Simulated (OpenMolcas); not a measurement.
Pt4+ (d6) in a complex was computed by SS-CASPT2, IPEA 0.25 Eh, imaginary shift 0.1 Eh with the d shell active (OpenMolcas, ANO-RCC-VDZP on the metal). Its lowest spin-free states, and all those of the highest spin:

```json
{"2S+1": "1", "Degeneracy": "1", "E (cm-1)": "0"}
{"2S+1": "3", "Degeneracy": "1", "E (cm-1)": "23790"}
{"2S+1": "3", "Degeneracy": "2", "E (cm-1)": "24090"}
{"2S+1": "1", "Degeneracy": "1", "E (cm-1)": "27150"}
{"2S+1": "1", "Degeneracy": "2", "E (cm-1)": "27460"}
{"2S+1": "3", "Degeneracy": "1", "E (cm-1)": "27670"}
{"2S+1": "3", "Degeneracy": "2", "E (cm-1)": "28120"}
{"2S+1": "1", "Degeneracy": "1", "E (cm-1)": "34400"}
{"2S+1": "1", "Degeneracy": "2", "E (cm-1)": "34910"}
{"2S+1": "5", "Degeneracy": "2", "E (cm-1)": "45550"}
{"2S+1": "5", "Degeneracy": "1", "E (cm-1)": "46280"}
{"2S+1": "3", "Degeneracy": "1", "E (cm-1)": "53900"}
{"2S+1": "5", "Degeneracy": "2", "E (cm-1)": "79230"}
```

Is the site octahedral, tetrahedral or cube-like, axial, or of lower symmetry?

The states with 2S+1 = 5 have orbital degeneracies 2, 1, 2. There are pairs but no triples, so the site is axial: not cubic, but with a proper or improper axis of order three or more. The run had Pt4+ with 6 ligands (fluoride) in trigonal antiprismatic coordination (D3d) at 1.94 Å, a polar angle of 54.2° against the regular 54.74°. A charge of +0.333 e stands 3.2 Å behind each ligand. Ligand basis ANO-RCC-VDZP.

Roots that are degenerate in the reference are averaged as groups; the widest CASPT2 spread within a group is 510 cm-1 (the 2-fold group of multiplicity 1 near 58500 cm-1 above the lowest state of its run). Shifts and gaps below about the spread of the groups concerned are not significant. Over all roots computed the reference weight is 0.66 to 0.69; a low but even weight reflects the number of correlated electrons. The least metal-like active orbital is 69 % on the metal (Löwdin) and no ligand orbital is active, so the numbers are rough, and ground spin, moment and any spin crossover can be artefacts of this space; highly charged d ions in such sites are as a rule low spin. Ligand-to-metal charge-transfer states are missing. With no ligand orbital active B as a rule stays too high, so bands that hang on it stand too high and its fall with covalency is understated. With one d shell and no ligand orbital active, 10Dq can be off by a tenth or more. No measured value stands beside these numbers; the geometry was imposed, not optimised, and the real ion may take another.
